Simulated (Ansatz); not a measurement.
`[SiH3][BH][GaH2]` + HCl → `Cl[BH][GaH2]` + SiH₄ at 298.15 K and 1 bar (cleavage of the B–Si bond).

Gas-phase electronic energies from Ansatz, PBE0-D4/def2-TZVP geometries. CCSD(T)/CBS adds triple-zeta CCSD(T) − MP2 to the extrapolated MP2 energy (def2 sets, frozen cores). This one scheme is used for every species. For Ga outer-core shells are correlated without core-valence functions, which leaves a few kJ/mol of doubt a bond. Scalar relativity is left out up to krypton.

```csv
species,CCSD(T)/CBS energy (Eh),H − E (kJ/mol),S (J/(mol·K))
`[SiH3][BH][GaH2]`,-2241.35179,148.9,343.5
HCl,-460.38127,26.6,186.8
`Cl[BH][GaH2]`,-2410.30850,85.2,313.1
SiH₄,-291.46306,92.1,204.8
```

H − E and S are ideal-gas, rigid-rotor, harmonic terms from PBE0-D4/def2-TZVP, for one conformer and one mirror image of each species. 1 Eh = 2625.50 kJ/mol, R = 8.31446 J/(mol·K).

Q: By hand: ΔE, ΔH, ΔS and ΔG.

A: ΔE = (-2410.30850) + (-291.46306) − (-2241.35179) − (-460.38127) = -0.03850 Eh = -101.1 kJ/mol. Δ(H − E) = 85.2 + 92.1 − 148.9 − 26.6 = 1.8, so ΔH = -99.3 kJ/mol. ΔS = 313.1 + 204.8 − 343.5 − 186.8 = -12.4 J/(mol·K). ΔG = -99.3 − 298.15 × (-12.4)/1000 = -95.6 kJ/mol.

Q: By hand: the equilibrium constant, and the temperature at which ΔG would vanish if ΔH and ΔS stayed fixed.

A: log₁₀ K = −ΔG/(RT ln 10) = 16.7. ΔG = 0 at ΔH/ΔS = 8008 K, far beyond where these terms or the molecules hold.

The number of gas molecules stays the same, so ΔS is small and ΔH decides. A doubt of 5 kJ/mol in ΔE shifts log₁₀ K by 0.9 here. Other conformers and mirror images would add mixing entropy, several J/(mol·K) or more a flexible species. Modes under 60 cm⁻¹, often nearly free rotors, make the harmonic entropy too high. These are equilibria of isolated gas molecules and say nothing of rates. Largest T1 diagnostic: 0.015 (customary marks: 0.02 for closed shells, 0.045 for open ones).
